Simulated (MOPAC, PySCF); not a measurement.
C4H7B, SMILES `BC(=C)C=C`, neutral singlet in the gas phase. 

Cartesian coordinates (Å):
```xyz
12

B     -1.0949    -1.0589     0.6658
C     -0.4581     0.1680    -0.0234
C     -1.2957     1.0515    -0.6077
C      0.9899     0.4192    -0.0743
C      1.9399    -0.3529     0.4516
H     -2.2815    -1.1680     0.6491
H     -0.4506    -1.8980     1.2119
H     -0.9352     1.9425    -1.1146
H     -2.3672     0.9023    -0.5921
H      1.2915     1.3257    -0.5949
H      1.7077    -1.2670     0.9814
H      2.9850    -0.0872     0.3646
```
Charge 0, spin multiplicity 1.

All levels are single points at this geometry (B3LYP-D3(BJ)/def2-TZVP); Pople sets use spherical d functions. Orbital energies aren't observables, and empty levels follow the basis.

| level | HOMO (eV) | LUMO (eV) | gap (eV) | dipole (D) | vertical IE, Delta-SCF (eV) |
|---|---|---|---|---|---|
| B3LYP-D3(BJ)/def2-TZVP in PySCF | -6.86 | -2.27 | 4.60 | 1.05 | 9.06 |
| PBE-D3(BJ)/def2-TZVP in PySCF | -6.15 | -3.05 | 3.10 | 1.11 | 9.10 |
| B3LYP/3-21G in PySCF | -6.62 | -1.96 | 4.66 | 1.15 | – |
| B3LYP/6-311+G** in PySCF | -6.87 | -2.29 | 4.58 | 1.01 | – |
| BP86/6-31G* in PySCF | -5.91 | -2.79 | 3.11 | 1.12 | – |
| PBE/6-31G* in PySCF | -5.82 | -2.71 | 3.11 | 1.13 | 8.89 |
| SVWN5/6-31G* in PySCF | -5.99 | -2.96 | 3.03 | 1.16 | 9.15 |
| HF/3-21G in PySCF | -8.89 | 1.97 | 10.87 | 1.10 | – |
| HF/6-31G* in PySCF | -8.78 | 2.14 | 10.92 | 1.01 | – |
| HF/STO-3G in PySCF | -7.27 | 5.27 | 12.54 | 0.86 | – |
| AM1 in MOPAC | -9.43 | 0.07 | 9.50 | 0.75 | – |
| PM3 in MOPAC | -9.61 | -0.60 | 9.00 | 1.45 | – |
| PM6 in MOPAC | -9.58 | -0.66 | 8.92 | 0.81 | – |
